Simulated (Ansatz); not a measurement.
C4H5 (SMILES C=C1[CH]C1), doublet, geometry from GFN2-xTB; B3LYP/aug-cc-pVDZ (Ansatz, a quantum-chemistry and plane-wave program).

The Ansatz input:
Ansatz 0.2 input:
```yaml
crystal:
  periodic: [false, false, false]
  atoms:
    - {symbol: C, position_ang: [-0.00487805, -0.07714410, 0.26394931]}
    - {symbol: C, position_ang: [0.19855614, -0.71836459, -0.91636831]}
    - {symbol: C, position_ang: [-0.06383047, 0.73604089, -0.99191477]}
    - {symbol: C, position_ang: [-0.10307189, -0.06938417, 1.60220965]}
    - {symbol: H, position_ang: [0.40079764, -1.59828163, -1.47223199]}
    - {symbol: H, position_ang: [0.74883323, 1.41662743, -1.23105220]}
    - {symbol: H, position_ang: [-1.02322444, 1.09027825, -1.35918325]}
    - {symbol: H, position_ang: [0.02216024, -0.97349051, 2.17299880]}
    - {symbol: H, position_ang: [-0.30922107, 0.83797828, 2.14221335]}
basis:
  gaussian:
    orbitals: aug-cc-pVDZ
    final_grid: {core_spheres: 6, valence_spheres: 12, degree: 29}
hamiltonian:
  xc: b3lyp
magnetization: {spin_polarized: true, initial_magnetization: 1}
```

**Question.** Write the output that Ansatz gives for this input, abridged.

**Answer.** 
```
Functional definition: B3LYP
1238 factors; their error is unknown
mean field evaluation 1: about -4216.7500 eV, gradient 4.2e1 eV
mean field evaluation 2: about -4210.3008 eV, gradient 5.4e1 eV
mean field evaluation 4: about -4226.2853 eV, gradient 3.8e0 eV
mean field evaluation 8: about -4226.3534 eV, gradient 1.6e-1 eV
mean field evaluation 16: about -4226.3413 eV, gradient 5.9e-4 eV
mean field -4226.34132380 eV, -155.3151789326 hartree, gradient 5.2e-5 eV, S^2 0.774206; 0 other end points of the search recorded, 0 dependent functions left out
reference -4226.34170018 eV, -155.3151927643 hartree; 15, 14 occupied and 122, 123 virtual orbitals, 1238 factors
Total energy: -4226.34170018 eV, -155.3151927643 hartree
```
